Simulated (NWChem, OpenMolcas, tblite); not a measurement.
## How methods differ on CH6NPSi (SMILES C1NP[SiH2]1)

CH6NPSi has 10 atoms, charge 0, and is taken as a singlet. As SMILES, `C1NP[SiH2]1`. The coordinates come from a PBE0-D4/def2-TZVP relaxation.

```xyz
10

C    -0.5189    0.7537   -0.2803
N     0.3887    0.8672    0.8652
P     0.9739   -0.7160    1.2759
Si    0.3823   -0.7973   -0.9074
H    -0.5259    1.6473   -0.9107
H    -1.5542    0.5124    0.0036
H     0.1265    1.5005    1.6091
H    -0.2531   -1.3936    1.6315
H     1.4931   -0.4999   -1.8481
H    -0.4292   -1.9255   -1.4358
```

Each level gives the dipole moment (D). The values are calculated.

```csv
level,kind,program,value (D),CPU time
IPEA1-xTB,semi-empirical,tblite,2.79,under 2 s
HF/def2-SVP,Hartree–Fock,OpenMolcas,1.76,18 s
SVWN5/def2-SVP,LDA,NWChem,1.67,15 s
BLYP/def2-SVP,GGA,OpenMolcas,1.48,83 s
M06-L/def2-SVP,meta-GGA,OpenMolcas,1.73,1.7 min
M06-2X/def2-SVP,hybrid meta-GGA,NWChem,1.62,26 s
```

The values span 1.48 to 2.79 D. Magnitudes only. CPU times are rough (shared hosts, several kinds of processor and program).
